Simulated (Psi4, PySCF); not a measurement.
Input for Psi4:
```
memory 2 GB

molecule mol {
0 1
Bi   -0.003037   -0.013326    0.921176
I     0.412683   -2.360863   -0.513763
I     1.846815    1.546753   -0.452507
I    -2.254741    0.834978   -0.476327
}

set {
  basis def2-svpd
  reference rks
  scf_type pk
  puream true
  d_convergence 1e-8
  dft_radial_points 99
  dft_spherical_points 590
}

energy('revpbe')
print_variables()
```

### Question
Convert this to an input for PySCF.

### Answer
Several could match; the one computed here: 
```python
from pyscf import gto, scf, dft

mol = gto.M(
    atom='''
Bi   -0.00303733   -0.01332568    0.92117636
I     0.41268267   -2.36086336   -0.51376290
I     1.84681524    1.54675341   -0.45250688
I    -2.25474133    0.83497847   -0.47632715
''',
    basis='def2-svpd',
    ecp={'Bi': 'def2-svpd', 'I': 'def2-svpd'},
    verbose=4,
)

mf = dft.RKS(mol)
mf.xc = 'revpbe'
mf.grids.atom_grid = (99, 590)
mf.grids.prune = None
mf.kernel()
```

Both were run: Psi4 gave -1108.074168 Eh and PySCF -1108.074154 Eh, 0.013 mEh apart.
